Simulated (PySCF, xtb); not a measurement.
Se(Me)(OMe) (C2H6OSe), SMILES CO[Se]C.

Geometry: B3LYP-D3(BJ)/def2-SVP. The values are those of a single conformer.

Calculation: PySCF with C-PCM-PBE0/def2-SVP.

The values are the electrostatic part of the solvation free energy, E(continuum) − E(gas) at the gas-phase geometry, in a cavity of scaled van der Waals radii (PySCF's table); cavitation and dispersion terms are not included. In vacuum the orbital gap is 5.65 eV. The dipole moment in vacuum is 1.89 D.

Q: Estimate the values in water (ε = 78.36), benzene (ε = 2.27), acetone (ε = 20.49). (Estimate from the structure and the level; the computed values follow.)

A: 
```csv
solvent,ε,ΔG(elec) (kcal/mol),dipole (D),gap (eV)
water,78.36,-4.0,2.53,5.74
benzene,2.27,-2.1,2.21,5.70
acetone,20.49,-3.8,2.50,5.74
```

For comparison, GFN2-xTB/ALPB(water) (xtb, at the GFN2-xTB geometry, all terms of that model) gives -1.7 kcal/mol.
